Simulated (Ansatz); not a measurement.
Worked example: SiH2(CH3)Br + C2H5F → SiH2(CH3)2 + CH2BrF

Species: SiH2(CH3)Br, singlet; C2H5F `CCF`, singlet; SiH2(CH3)2 (dimethylsilane), singlet; CH2BrF `FCBr`, singlet. The partners trade Br for CH3: Si–Br and C–CH3 bonds give way to Si–CH3 and C–Br.

Shapes, held fixed at every level: PBE0-D4/def2-TZVP. Programs: Ansatz 0.2.0. The zero-point and thermal change to 298 K, harmonic and unscaled (PBE0-D4/def2-TZVP), is -5.4 kJ/mol.

At CCSD(T)/def2-TZVPP; 1 Eh = 2625.50 kJ/mol:

```
    species   energy (Eh)
SiH2(CH3)Br  -2902.854605
      C2H5F   -178.810117
 SiH2(CH3)2   -369.945610
     CH2BrF  -2711.672087
```

Problem. Work out ΔH(298 K) of the reaction at this level.

Solution. 
1. Products less reactants: (-369.945610) + (-2711.672087) − [(-2902.854605) + (-178.810117)] = 0.047025 Eh = +123.5 kJ/mol.
2. With the thermal change: +123.5 + (-5.4) = +118.1 kJ/mol.

Other levels give +112.6 (SPW92/def2-TZVPP) to +132.6 kJ/mol (CCSD/def2-SVP). No measured value is set beside it here. Relativity is left out for Br. Outer-core shells of Br are correlated in most correlated rows, in sets that cover them unevenly.
